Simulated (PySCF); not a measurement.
CH6ClGeN, SMILES [CH3][Ge@H]([NH2])[Cl].

Geometry optimised at PBE0-D3(BJ)/def2-SVP. The structure was generated by enumeration; whether it is a known compound was not checked. Other conformers were not sampled.

Two levels are set side by side: TDA-PBE/def2-SVPD (PySCF) and TDA-LC-ωPBE/def2-SVPD (PySCF). Vertical, same geometry. The lowest singlet is HOMO→LUMO+1 87 % with PBE and HOMO→LUMO 61 %, HOMO→LUMO+2 14 %, HOMO→LUMO+3 11 % with the other functional; states are paired by order. Differences are taken from unrounded values.

| quantity | TDA-LC-ωPBE | TDA-PBE | TDA-PBE minus TDA-LC-ωPBE |
|---|---|---|---|
| lowest singlet excitation (eV) | 7.40 | 6.13 | -1.27 |
| lowest triplet excitation (TDA) (eV) | 6.79 | 5.58 | -1.22 |
| first bright state (f over 0.05) (eV) | 7.40 | 6.27 | -1.13 |
| its oscillator strength | 0.07 | 0.06 | -0.01 |

A lower first singlet is the usual sign of a functional without exact exchange. Differences between two approximate levels are no errors against the true value.

Rough cost on one machine, each run with all the roots and properties that it gave: TDA-LC-ωPBE against TDA-PBE about 4 times.
